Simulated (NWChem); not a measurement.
System: HSO4 anion

Parts of the log:

```
             Northwest Computational Chemistry Package (NWChem) 7.3.0
             --------------------------------------------------------

 C1  symmetry detected

                             Geometry "geometry" -> ""
                             -------------------------

 Output coordinates in angstroms (scale by  1.889725989 to convert to a.u.)

  No.       Tag          Charge          X              Y              Z
 ---- ---------------- ---------- -------------- -------------- --------------
    1 O                    8.0000     0.71290106    -0.49206138     1.25353837
    2 S                   16.0000    -0.01106237    -0.15641120    -0.00272517
    3 O                    8.0000     0.76629750    -0.44078487    -1.23997094
    4 O                    8.0000    -1.43898260    -0.53928178    -0.04042587
    5 O                    8.0000    -0.11819783     1.55308942     0.02820659
    6 H                    1.0000     0.80085274     1.85488813     0.03281759

 Effective nuclear repulsion energy (a.u.)     270.1981207424

                                 NWChem DFT Module
                                 -----------------

 Summary of "ao basis" -> "ao basis" (spherical)
 ------------------------------------------------------------------------------
       Tag                 Description            Shells   Functions and Types
 ---------------- ------------------------------  ------  ---------------------
 O                         def2-svpd                 9       23   4s3p2d
 S                         def2-svpd                11       27   5s4p2d
 H                         def2-svpd                 4        8   2s2p

            General Information
            -------------------
          SCF calculation type: DFT
          Wavefunction type:  closed shell.
          No. of atoms     :     6
          No. of electrons :    50
           Alpha electrons :    25
            Beta electrons :    25
          Charge           :    -1
          Spin multiplicity:     1
          Use of symmetry is: off; symmetry adaption is: off
          Maximum number of iterations: 150
          AO basis - number of functions:   127
                     number of shells:    51
          Convergence on energy requested:  1.00D-06
          Convergence on density requested:  1.00D-05
          Convergence on gradient requested:  5.00D-04

              XC Information
              --------------
                  TPSS hybrid Method XC Functional
                     Hartree-Fock (Exact) Exchange  0.100
                  TPSS metaGGA Exchange Functional  0.900
             TPSS03 metaGGA Correlation Functional  1.000

             Grid Information
             ----------------
          Grid used for XC integration:  medium
          Radial quadrature: Mura-Knowles
          Angular quadrature: Lebedev.
          Tag              B.-S. Rad. Rad. Pts. Rad. Cut. Ang. Pts.
          ---              ---------- --------- --------- ---------
          O                   0.60       49          10.0       434
          S                   1.00       88          10.0       590
          H                   0.35       45          11.0       434
          Grid pruning is: on
          Number of quadrature shells:   329
          Spatial weights used:  Erf1

      Superposition of Atomic Density Guess
      -------------------------------------

 Sum of atomic energies:        -696.62809861

 Renormalizing density from      49.00 to     50

      Non-variational initial energy
      ------------------------------

 Total energy =    -706.973155
 1-e energy   =   -1530.477639
 2-e energy   =     553.306363
 HOMO         =      -0.086723
 LUMO         =       0.212929

     ---------------------------------------------
      Total Density - Mulliken Population Analysis
     ---------------------------------------------

    Atom       Charge   Shell Charges
 -----------   ------   -------------------------------------------------------
    1 O    8     9.24   1.99  1.09  0.77  0.03  2.90  2.17  0.28  0.01  0.01
    2 S   16    12.73   2.00  1.98  0.83 -0.11 -0.03  5.89  1.05  0.85 -0.07  0.44 -0.10
    3 O    8     9.24   1.99  1.09  0.77  0.03  2.90  2.17  0.28  0.01  0.01
    4 O    8     9.25   1.99  1.09  0.77  0.04  2.89  2.16  0.28  0.01  0.01
    5 O    8     8.83   1.99  1.07  0.70  0.03  2.79  2.01  0.23  0.01  0.01
    6 H    1     0.72   0.60  0.06  0.05  0.01

   convergence    iter        energy       DeltaE   RMS-Dens  Diis-err
 ---------------- ----- ----------------- --------- --------- ---------
 d= 0,ls=0.0,diis     1   -699.0095681297 -9.69D+02  2.86D-02  3.41D+00
 d= 0,ls=0.0,diis     2   -698.3491059119  6.60D-01  1.85D-02  1.10D+01
 d= 0,ls=0.0,diis     3   -699.3731572041 -1.02D+00  3.29D-03  3.02D-01
 d= 0,ls=0.0,diis     4   -699.3968098140 -2.37D-02  1.27D-03  5.62D-02
 d= 0,ls=0.0,diis     5   -699.4015230161 -4.71D-03  4.19D-04  9.42D-03
  Resetting Diis
 d= 0,ls=0.0,diis     6   -699.4023983932 -8.75D-04  6.52D-05  9.93D-05
 d= 0,ls=0.0,diis     7   -699.4024068209 -8.43D-06  7.77D-05  2.78D-05
 d= 0,ls=0.0,diis     8   -699.4023935117  1.33D-05  5.49D-05  1.63D-04
 d= 0,ls=0.0,diis     9   -699.4024096200 -1.61D-05  2.28D-06  1.40D-07
 d= 0,ls=0.0,diis    10   -699.4024096328 -1.28D-08  7.57D-07  2.10D-08

         Total DFT energy =     -699.402409632781
      One electron energy =    -1511.110017477505
           Coulomb energy =      602.204412701608
    Exchange-Corr. energy =      -60.694925599268
 Nuclear repulsion energy =      270.198120742384

 Numeric. integr. density =       50.000004299020

                       DFT Final Molecular Orbital Analysis
                       ------------------------------------

 Vector   23  Occ=2.000000D+00  E=-1.027721D-01
              MO Center= -4.1D-01, -3.1D-01, -4.1D-02, r^2= 2.6D+00
   Bfn.  Coefficient  Atom+Function         Bfn.  Coefficient  Atom+Function
  ----- ------------  ---------------      ----- ------------  ---------------
    79      0.397704  4 O  py                82      0.295981  4 O  py
    56     -0.263020  3 O  py                 6     -0.245782  1 O  py
    78     -0.227168  4 O  px                59     -0.192759  3 O  py
     9     -0.180494  1 O  py               101      0.146647  5 O  px
    81     -0.134991  4 O  px                55     -0.133560  3 O  px

 Vector   24  Occ=2.000000D+00  E=-8.673485D-02
              MO Center=  4.1D-01,  5.2D-02,  2.8D-02, r^2= 2.8D+00
   Bfn.  Coefficient  Atom+Function         Bfn.  Coefficient  Atom+Function
  ----- ------------  ---------------      ----- ------------  ---------------
     6      0.363157  1 O  py                56     -0.360288  3 O  py
   103     -0.344756  5 O  pz                 9      0.268352  1 O  py
    59     -0.265547  3 O  py               106     -0.244872  5 O  pz
     7      0.142893  1 O  pz                80      0.141096  4 O  pz
    57      0.126810  3 O  pz                83      0.109407  4 O  pz

 Vector   25  Occ=2.000000D+00  E=-6.562365D-02
              MO Center=  6.6D-02, -4.8D-01, -6.2D-03, r^2= 2.7D+00
   Bfn.  Coefficient  Atom+Function         Bfn.  Coefficient  Atom+Function
  ----- ------------  ---------------      ----- ------------  ---------------
    80      0.372628  4 O  pz                 5      0.338159  1 O  px
    55     -0.328443  3 O  px                83      0.275607  4 O  pz
     8      0.249856  1 O  px                58     -0.242737  3 O  px
    57     -0.216257  3 O  pz                 7     -0.202208  1 O  pz
    60     -0.159994  3 O  pz                10     -0.149564  1 O  pz

 Vector   26  Occ=0.000000D+00  E= 1.383596D-01
              MO Center=  9.0D-01,  1.6D+00,  2.9D-02, r^2= 8.3D+00
   Bfn.  Coefficient  Atom+Function         Bfn.  Coefficient  Atom+Function
  ----- ------------  ---------------      ----- ------------  ---------------
    28      4.009313  2 S  s                 27      1.760258  2 S  s
   100     -1.712874  5 O  s                 54     -1.421143  3 O  s
     4     -1.402320  1 O  s                 39      0.903720  2 S  py
   108      0.783954  5 O  py                77     -0.534506  4 O  s
    38      0.525010  2 S  px                63     -0.308186  3 O  pz

 Vector   27  Occ=0.000000D+00  E= 1.774692D-01
              MO Center= -4.7D-01, -1.5D+00, -2.9D-02, r^2= 1.2D+01
   Bfn.  Coefficient  Atom+Function         Bfn.  Coefficient  Atom+Function
  ----- ------------  ---------------      ----- ------------  ---------------
    28      2.270838  2 S  s                 39     -2.168613  2 S  py
    77     -2.136499  4 O  s                 27      1.444554  2 S  s
   100      0.934930  5 O  s                 38     -0.925962  2 S  px
     4     -0.871431  1 O  s                 54     -0.840749  3 O  s
    84     -0.597392  4 O  px                36     -0.397010  2 S  py

 Vector   28  Occ=0.000000D+00  E= 1.864143D-01
              MO Center=  1.2D-03,  8.6D-02, -2.8D-03, r^2= 1.5D+01
   Bfn.  Coefficient  Atom+Function         Bfn.  Coefficient  Atom+Function
  ----- ------------  ---------------      ----- ------------  ---------------
    38      3.011200  2 S  px                77      1.673983  4 O  s
    54     -1.303327  3 O  s                  4     -1.217888  1 O  s
    39     -0.979955  2 S  py               100      0.783229  5 O  s
   108     -0.604788  5 O  py               107     -0.540492  5 O  px
    35      0.495317  2 S  px                63     -0.410941  3 O  pz

     ---------------------------------------------
      Total Density - Mulliken Population Analysis
     ---------------------------------------------

    Atom       Charge   Shell Charges
 -----------   ------   -------------------------------------------------------
    1 O    8     8.78   1.99  1.11  0.75  0.08  2.81  1.77  0.26  0.01  0.00
    2 S   16    14.26   2.00  1.98  1.23 -0.22 -0.08  5.92  1.63  1.08 -0.07  0.83 -0.03
    3 O    8     8.78   1.99  1.11  0.75  0.08  2.81  1.77  0.26  0.01  0.00
    4 O    8     8.80   1.99  1.11  0.75  0.10  2.81  1.76  0.25  0.02  0.00
    5 O    8     8.61   1.99  1.10  0.68  0.07  2.83  1.71  0.21  0.01  0.01
    6 H    1     0.77   0.71 -0.01  0.06  0.01

     -------------------------------------------
      Total Density - Lowdin Population Analysis
     -------------------------------------------

    Atom       Charge   Shell Charges
 -----------   ------   -------------------------------------------------------
    1 O    8     8.57   1.98  0.93  0.56  0.12  2.67  1.80  0.28  0.02  0.22
    2 S   16    14.97   2.00  1.91  0.50  0.18  0.08  5.79  1.47  0.94  0.19  0.98  0.94
    3 O    8     8.57   1.98  0.93  0.56  0.12  2.67  1.80  0.28  0.02  0.22
    4 O    8     8.55   1.98  0.93  0.55  0.12  2.67  1.79  0.27  0.02  0.22
    5 O    8     8.27   1.97  0.87  0.48  0.10  2.66  1.69  0.25  0.02  0.23
    6 H    1     1.07   0.51  0.12  0.17  0.26

     Multipole analysis of the density
     ---------------------------------

     L   x y z        total         alpha         beta         nuclear
     -   - - -        -----         -----         ----         -------
     0   0 0 0     -1.000000    -25.000000    -25.000000     49.000000

     1   1 0 0      0.456036      0.228018      0.228018      0.000000
     1   0 1 0      0.816082      0.408041      0.408041     -0.000000
     1   0 0 1      0.014570      0.007285      0.007285     -0.000000

     2   2 0 0    -32.738226    -62.942888    -62.942888     93.147551
     2   1 1 0      2.253527     -0.202086     -0.202086      2.657699
     2   1 0 1      0.044664     -0.001179     -0.001179      0.047021
     2   0 2 0    -29.336817    -66.353600    -66.353600    103.370383
     2   0 1 1      0.094932     -0.006993     -0.006993      0.108918
     2   0 0 2    -33.972364    -61.431159    -61.431159     88.889954
```

Level: TPSSh/def2-SVPD. All runs use the structure optimised with B3LYP/def2-SVPD. Not confirmed as a minimum by frequencies.

Reconstruct the input file.

This is not unique; one that fits is the input that was run:
```
start job
memory heap 200 mb stack 900 mb global 1100 mb
charge -1
geometry units angstroms noautoz
  O      0.890544    -0.162466     1.241799
  S      0.074004    -0.175453    -0.002418
  O      0.880470    -0.120759    -1.252440
  O     -1.061572    -1.122725    -0.012921
  O     -0.740546     1.331408     0.024141
  H     -0.033198     1.991139     0.011046
end
basis spherical
  O library def2-svpd
  S library def2-svpd
  H library def2-svpd
end
dft
  xc xctpssh
  iterations 150
  mulliken
end
task dft energy
```
